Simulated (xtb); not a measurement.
C2H2F (SMILES [CH-]=CF), charge -1, singlet, at a GFN2-xTB geometry. Base run: GFN2-xTB (xtb).

Geometry (Å):
```xyz
5

C      0.1229     0.4073    -0.0033
C      1.2495    -0.2638    -0.0389
F     -1.1274    -0.3131     0.0345
H     -0.1968     1.4866     0.0078
H      2.1092     0.4697    -0.0646
```
Charge -1, spin multiplicity 1.
All else is at xtb's defaults.
Base energy -10.10007 Eh.

Variants of this job, named by their change:

```csv
change,ΔE vs base (kcal/mol),HOMO-LUMO gap (eV),G_solv (kcal/mol),SCF cycles
base,0.000,4.26,-,11
etemp = 5000,-0.286,4.27,-,11
etemp = 3000,-0.006,4.26,-,11
acc = 1000,0.076,4.24,-,5
alpb = ch2cl2,-56.65,4.25,-56.72,11
alpb = acetonitrile,-57.86,4.26,-57.90,11
alpb = ether,-53.67,4.27,-53.84,11
```

ALPB and GBSA are two models with their own fitted parameters for each solvent, which aren't always the measured dielectric constant.
